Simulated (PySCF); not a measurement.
Assignment exercise: C$_{4}$H$_{5}$B

Mapped SMILES: `[BH2:1]/[CH:2]=[CH:3]\[C:4]#[CH:5]`. Hydrogens are named by the atom that carries them.

Method: J: B3LYP/pcJ-1 (spin–dipole term only in couplings to heteroatoms), structure optimised with PBE0-D3(BJ)/def2-SVP, shielding tensors at PBE0/pcSseg-1 (GIAO), in PySCF 2.14 (gas phase, non-relativistic Hamiltonian, equivalent nuclei averaged, single conformer).

Scale: ¹³C (184.41 ppm) and ¹H (31.27 ppm) against TMS (reference shieldings calculated alike).

Question: Assign these signals to the numbered atoms. ¹³C{¹H} NMR (computed): δ 155.3 (CH), 150.7 (CH), 104.8 (CH), 85.1 (C).

Answer: 
```tsv
δ (ppm)	atoms	environment	reason
155.3	C2	alkene CH	as expected for a trigonal carbon in a double bond
150.7	C3	alkene CH	–
104.8	C5	terminal alkyne carbon	sp carbons lie upfield of alkene carbons because the cylindrical π system leaves one tensor component strongly shielded
85.1	C4	alkyne carbon	sp carbons lie upfield of alkene carbons because the cylindrical π system leaves one tensor component strongly shielded
```

Question: Assign these signals to the numbered atoms. ¹H NMR (400 MHz, computed): δ 7.46 (dtd, J = 14.7, 8.2, 1.2 Hz, 1H), 7.04 (br, 2H), 6.89 (dd, J = 14.7, 4.2 Hz, 1H), 4.02 (dd, J = 4.2, 1.2 Hz, 1H).

Answer: 
| δ (ppm) | atoms | environment | reason |
| --- | --- | --- | --- |
| 7.46 | H(C2) | hydrogen on an alkene CH | olefinic region |
| 7.04 | H(B1) | hydrogen on a boron bonded to C | – |
| 6.89 | H(C3) | hydrogen on an alkene CH | a vinylic proton, deshielded by the sp2 carbon and the C=C anisotropy |
| 4.02 | H(C5) | hydrogen on a terminal alkyne carbon | – |

Hydrogens on boron are broadened and split by ¹¹B (spin 3/2, 80 %) and 10B (spin 3). A carbon bonded to boron is broadened by the quadrupolar boron nucleus and is often missing from a measured spectrum. Multiplet labels drop couplings under 1 Hz and merge nearly equal ones. Unscaled 3J(H,H) at this level run about 10 % above measured values. Shifts are as computed. Against solution values, carbons near 30 ppm lie about +2 ppm off and those near 130 ppm about +5 ppm. Of 1211 compounds with measured shifts, 218 miss one by over three times the rms of a fit or turn the order of signals round; such compounds aren't used in these exercises.
